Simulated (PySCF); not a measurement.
This PySCF input asks for the NMR shieldings of `InChI=1S/C4H10OSi/c1-4-5-6(2)3/h4,6H,1H2,2-3H3`; the geometry comes from GFN2-xTB.

```python
import basis_set_exchange as bse
import numpy as np
from pyscf import gto, dft
from pyscf.prop import nmr

atoms = """
C     3.041048    0.151758    0.494116
C     1.791484   -0.141374    0.809801
O     0.738476    0.459263    0.224404
Si   -0.866136    0.142415    0.289853
C    -1.243813   -1.588435   -0.406933
C    -1.599448    1.525058   -0.771189
H     3.267673    0.884856   -0.259108
H     3.863333   -0.334788    0.983037
H     1.551418   -0.881053    1.565681
H    -1.328728    0.208543    1.685785
H    -2.310386   -1.785544   -0.437226
H    -0.861112   -1.697198   -1.418930
H    -0.785993   -2.368034    0.196910
H    -2.678407    1.429370   -0.824460
H    -1.212625    1.501476   -1.785342
H    -1.374382    2.502631   -0.357809
"""
names = dict.fromkeys(["C", "O", "Si", "H"], "pcSseg-1")
basis = {el: gto.basis.parse(bse.get_basis(n, elements=[el], fmt="nwchem")) for el, n in names.items()}
mol = gto.M(atom=atoms, basis=basis, charge=0, verbose=0)
mf = dft.RKS(mol, xc="PBE0")
mf.grids.level = 2
mf.grids.alignment = dft.numint.BLKSIZE   # the property module wants whole blocks of grid points
mf.conv_tol = 1e-9
mf.kernel()

calc = nmr.RKS(mf)   # GIAO
C = mf.mo_coeff
Co = C[:, mf.mo_occ > 0]
resp = mf.gen_response(singlet=True, hermi=2)
def vind(x):   # induced exchange potential for any number of trial vectors
    d = np.einsum("pi,xij,qj->xpq", C, 2 * x.reshape(-1, C.shape[1], Co.shape[1]), Co, optimize=True)
    return np.einsum("xpq,pi,qj->xij", resp(d - d.transpose(0, 2, 1)), C, Co, optimize=True).ravel()
mo1, _ = nmr.rhf.solve_mo1(calc, with_cphf=vind)
sigma = calc.kernel(mo1)
for i, s in enumerate(sigma):   # ppm
    w = np.linalg.eigvalsh((s + s.T) / 2)
    print("%2d %-2s iso %8.1f  s11 %8.1f  s22 %8.1f  s33 %8.1f" % (i, mol.atom_pure_symbol(i), w.mean(), *w))
```

Problem. What does it print?

Solution. 
```
 0 C  iso     86.8  s11    -18.7  s22    118.1  s33    160.9
 1 C  iso     34.5  s11    -75.8  s22     69.4  s33    110.0
 2 O  iso    212.2  s11    125.7  s22    213.7  s33    297.0
 3 Si iso    349.1  s11    301.0  s22    356.7  s33    389.5
 4 C  iso    187.1  s11    177.6  s22    189.8  s33    193.8
 5 C  iso    187.4  s11    177.4  s22    190.4  s33    194.3
 6 H  iso     26.9  s11     23.9  s22     25.3  s33     31.5
 7 H  iso     27.3  s11     25.0  s22     26.3  s33     30.5
 8 H  iso     25.1  s11     22.0  s22     24.4  s33     29.0
 9 H  iso     26.5  s11     23.9  s22     24.4  s33     31.1
10 H  iso     31.9  s11     27.7  s22     29.0  s33     39.0
11 H  iso     31.5  s11     27.7  s22     29.1  s33     37.7
12 H  iso     31.3  s11     26.9  s22     29.1  s33     37.9
13 H  iso     32.0  s11     27.6  s22     29.2  s33     39.2
14 H  iso     31.3  s11     27.5  s22     29.0  s33     37.4
15 H  iso     31.2  s11     26.9  s22     28.4  s33     38.3
```

These numbers come from an equivalent density-fitted implementation of the same equations, which agrees with the script to about 0.01 ppm for H and up to a few tenths of a ppm for heavy atoms, so last digits may differ.

Problem. Turn these shieldings into chemical shifts. References, each an isolated molecule treated in the same way: $^{13}$C (186.93 ppm) and $^{29}$Si (349.16 ppm) and $^{1}$H (31.72 ppm) against TMS; $^{17}$O (336.08 ppm) vs H2O.

Solution. Averaging equivalent atoms: C 1: 152.4; C 0: 100.2; C 4/5: -0.3; O 2: 123.9; Si 3: 0.1; H 8: 6.57; H 9: 5.23; H 6: 4.84; H 7: 4.46; H 10/11/12/13/14/15: 0.18 ppm. Experimental scales use liquid or dissolved standards, which lie at an offset from isolated H2O (liquid H2O: subtract about 36 ppm).

Size and cost of the density-fitted run: 159 basis functions, 9.1 s wall time on 1 thread of an AMD EPYC 9R45 96-Core, shared host; peak memory 0.73 GiB.
